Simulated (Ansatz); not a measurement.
Reaction: AsH3 (arsane, SMILES [AsH3]) + H+ → AsH4+ (SMILES [AsH4+])
Each species at its own B3LYP-D3(BJ)/def2-TZVP minimum (Ansatz, a first-principles code).

Property: proton affinity (electronic), positive where energy is released, in kJ/mol. Open shells are spin-unrestricted; no spin-orbit coupling. Cores are frozen in correlated methods (noble-gas shells, and filled d and f shells in the p block). No relativity. CBS(X,Y): correlation extrapolated as X^-3, Hartree-Fock from the larger set (Q,5: extrapolated as (X+1)exp(-9√X)). A bracket is a step between two methods taken in the basis named. Double hybrids freeze cores in their MP2 part.

CCSD(T)/CBS(cc-pVQZ,cc-pV5Z) + [CCSDT(Q) - CCSD(T)]/cc-pVQZ + [CCSDTQ - CCSDT(Q)]/cc-pVDZ (Ansatz) gives 781.4 kJ/mol.

### Question
How far off this value is PBE/def2-TZVPD (Ansatz), in which direction, and how far these levels: B3LYP/def2-TZVPD, PBE0/def2-TZVPD, B2PLYP/def2-TZVPD, CCSD(T)/CBS(cc-pVQZ,cc-pV5Z)?

### Answer
PBE gives 767.8 kJ/mol, 13.6 kJ/mol below it. Differences of the others: B3LYP/def2-TZVPD (Ansatz) -8.2; PBE0/def2-TZVPD (Ansatz) -2.6; B2PLYP/def2-TZVPD (Ansatz) -4.9; CCSD(T)/CBS(cc-pVQZ,cc-pV5Z) (Ansatz) 0.5 kJ/mol.
